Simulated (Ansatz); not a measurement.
Molecular dynamics of Cl₄Zr

Input:

```yaml
crystal:
  periodic: [false, false, false]
  atoms:
    - { symbol: Zr, position_ang: [0.002852, 0.041905, -0.02784] }
    - { symbol: Cl, position_ang: [-0.117515, -0.287516, 2.26762] }
    - { symbol: Cl, position_ang: [2.227716, 0.040021, -0.759202] }
    - { symbol: Cl, position_ang: [-0.973002, 2.051717, -0.975656] }
    - { symbol: Cl, position_ang: [-1.141101, -1.912055, -0.457957] }
basis:
  gaussian: { orbitals: def2-SVP }
hamiltonian:
  xc: hf
md:
  timestep: 2.0
  n_steps: 150
  ensemble: nvt_langevin
  temperature: 200.0
  initial_velocities: maxwell_boltzmann
  seed: 229209
  friction: 0.5
```

Command:

```bash
$ ansatz run input.yaml --threads 1 --pin off --max-ram 2048MiB --backend cpu --events-out ev --progress --plain --runs-dir out
```

It goes on from the last frame of an earlier run, with new velocities.

Output, in part (one step line in 6, the closing report, with atoms numbered from 0):

```
md step     0: t =     0.00 fs  T =   160.0 K  F+E_penalty+E_count = -51273.82539329 eV  E_kin = 0.103408 eV  (28 SCF iters)
md step     6: t =    12.00 fs  T =   260.7 K  F+E_penalty+E_count = -51273.83580067 eV  E_kin = 0.168488 eV  (29 SCF iters)
md step    12: t =    24.00 fs  T =    69.8 K  F+E_penalty+E_count = -51273.85941747 eV  E_kin = 0.045127 eV  (29 SCF iters)
md step    18: t =    36.00 fs  T =   204.3 K  F+E_penalty+E_count = -51273.85563300 eV  E_kin = 0.132065 eV  (29 SCF iters)
md step    24: t =    48.00 fs  T =   215.0 K  F+E_penalty+E_count = -51273.86880478 eV  E_kin = 0.138957 eV  (29 SCF iters)
md step    30: t =    60.00 fs  T =   106.7 K  F+E_penalty+E_count = -51273.85834363 eV  E_kin = 0.068988 eV  (29 SCF iters)
md step    36: t =    72.00 fs  T =   205.0 K  F+E_penalty+E_count = -51273.86791245 eV  E_kin = 0.132511 eV  (29 SCF iters)
md step    42: t =    84.00 fs  T =   158.8 K  F+E_penalty+E_count = -51273.87712633 eV  E_kin = 0.102615 eV  (29 SCF iters)
md step    48: t =    96.00 fs  T =   235.7 K  F+E_penalty+E_count = -51273.85621415 eV  E_kin = 0.152306 eV  (29 SCF iters)
md step    54: t =   108.00 fs  T =   183.4 K  F+E_penalty+E_count = -51273.84423288 eV  E_kin = 0.118507 eV  (29 SCF iters)
md step    60: t =   120.00 fs  T =   222.2 K  F+E_penalty+E_count = -51273.83386036 eV  E_kin = 0.143605 eV  (29 SCF iters)
md step    66: t =   132.00 fs  T =    76.2 K  F+E_penalty+E_count = -51273.84167590 eV  E_kin = 0.049261 eV  (28 SCF iters)
md step    72: t =   144.00 fs  T =   389.6 K  F+E_penalty+E_count = -51273.87586218 eV  E_kin = 0.251784 eV  (28 SCF iters)
md step    78: t =   156.00 fs  T =   290.8 K  F+E_penalty+E_count = -51273.89075467 eV  E_kin = 0.187946 eV  (29 SCF iters)
md step    84: t =   168.00 fs  T =   203.4 K  F+E_penalty+E_count = -51273.88924100 eV  E_kin = 0.131485 eV  (29 SCF iters)
md step    90: t =   180.00 fs  T =   387.4 K  F+E_penalty+E_count = -51273.89526897 eV  E_kin = 0.250384 eV  (29 SCF iters)
md step    96: t =   192.00 fs  T =   216.6 K  F+E_penalty+E_count = -51273.91446207 eV  E_kin = 0.139991 eV  (29 SCF iters)
md step   102: t =   204.00 fs  T =   163.3 K  F+E_penalty+E_count = -51273.88269812 eV  E_kin = 0.105509 eV  (29 SCF iters)
md step   108: t =   216.00 fs  T =   333.4 K  F+E_penalty+E_count = -51273.88736287 eV  E_kin = 0.215486 eV  (28 SCF iters)
md step   114: t =   228.00 fs  T =   189.6 K  F+E_penalty+E_count = -51273.92221551 eV  E_kin = 0.122511 eV  (29 SCF iters)
md step   120: t =   240.00 fs  T =   170.4 K  F+E_penalty+E_count = -51273.93403703 eV  E_kin = 0.110126 eV  (29 SCF iters)
md step   126: t =   252.00 fs  T =   198.6 K  F+E_penalty+E_count = -51273.94109434 eV  E_kin = 0.128370 eV  (29 SCF iters)
md step   132: t =   264.00 fs  T =   102.2 K  F+E_penalty+E_count = -51273.93292370 eV  E_kin = 0.066048 eV  (29 SCF iters)
md step   138: t =   276.00 fs  T =   193.1 K  F+E_penalty+E_count = -51273.91580644 eV  E_kin = 0.124828 eV  (29 SCF iters)
md step   144: t =   288.00 fs  T =   247.8 K  F+E_penalty+E_count = -51273.91669915 eV  E_kin = 0.160150 eV  (29 SCF iters)
md step   150: t =   300.00 fs  T =   211.7 K  F+E_penalty+E_count = -51273.89924568 eV  E_kin = 0.136818 eV  (29 SCF iters)
Total energy: -51273.89924568 eV, -1884.2810425816 hartree
Atom 0 at     0.050387     0.063686     0.033953 Å, force    -0.658022     0.618237     0.411690 eV/Å
Atom 1 at    -0.028856    -0.226353     2.389711 Å, force     0.142879     0.476156    -0.231248 eV/Å
Atom 2 at     2.214923    -0.012260    -0.771619 Å, force     0.582300    -0.043123    -0.143612 eV/Å
Atom 3 at    -1.019309     1.941222    -1.028727 Å, force     0.252110    -0.514405     0.477590 eV/Å
Atom 4 at    -1.052229    -1.889102    -0.480383 Å, force    -0.319267    -0.536865    -0.514420 eV/Å
Dipole moment:     0.068580     0.066058    -0.011281 e Å
```

All steps were run. A run of 0.3 ps of so small a system gives no equilibrium averages. The friction is so strong that the motion is overdamped, so the time scale means little.

The same pairs are bonded in the first frame and the last. Pairs count as bonded within 1.25 times the sum of covalent radii (0.12 Å more for H–H).

Last frame:

```xyz
5
Properties=species:S:1:pos:R:3
Zr 0.050 0.064 0.034
Cl -0.029 -0.226 2.390
Cl 2.215 -0.012 -0.772
Cl -1.019 1.941 -1.029
Cl -1.052 -1.889 -0.480
```

Run time: 3 min on 1 thread of AMD EPYC 9R45 96-Core Processor (Zen 5) (shared host), peak memory 0.25 GiB.
